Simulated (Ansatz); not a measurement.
Frontier orbitals of C2H8InNO (`C[N](C)[InH][OH]`).

Cartesian coordinates in Å:
```
C -0.097 -1.234 0.724
N 0.287 0.045 0.185
C 1.501 0.561 0.754
In -0.802 0.964 -1.217
O -2.345 -0.240 -1.589
H 0.679 -1.995 0.550
H -0.258 -1.182 1.812
H -1.022 -1.587 0.264
H 2.353 -0.116 0.583
H 1.416 0.697 1.844
H 1.761 1.531 0.322
H -0.527 2.457 -1.977
H -2.945 0.097 -2.256
```

Charge 0, multiplicity 1. Correlated methods include outer-core shells of In, which these sets cover unevenly. In takes the def2 core potential. The structure was optimised at the PBE0-D4/def2-TZVP level. It is one conformer, not always the lowest. Basis def2-TZVPP, Ansatz.

Question: Compute the vertical ionisation energy as the energy of the cation minus that of the neutral molecule, at each level. (Best estimate.)

Answer: The calculation gave: 
```
               level  IE (eV)  difference from CCSD(T)/def2-TZVPP
   PBE-D4/def2-TZVPP     7.72                               -0.18
r2SCAN-D4/def2-TZVPP     7.65                               -0.26
  PBE0-D4/def2-TZVPP     7.76                               -0.15
 B3LYP-D4/def2-TZVPP     7.86                               -0.04
  ωB97X-V/def2-TZVPP     7.83                               -0.07
  ωB97M-V/def2-TZVPP     7.86                               -0.04
   B2PLYP/def2-TZVPP     7.86                               -0.05
       HF/def2-TZVPP     6.52                               -1.39
      MP2/def2-TZVPP     8.17                                0.26
     CCSD/def2-TZVPP     7.81                               -0.10
  CCSD(T)/def2-TZVPP     7.90                                0.00
       HF/def2-QZVPP     6.53                               -1.38
      MP2/def2-QZVPP     8.27                                0.36
```

B3LYP here is the variant with VWN-RPA as its local correlation; programs differ in this.
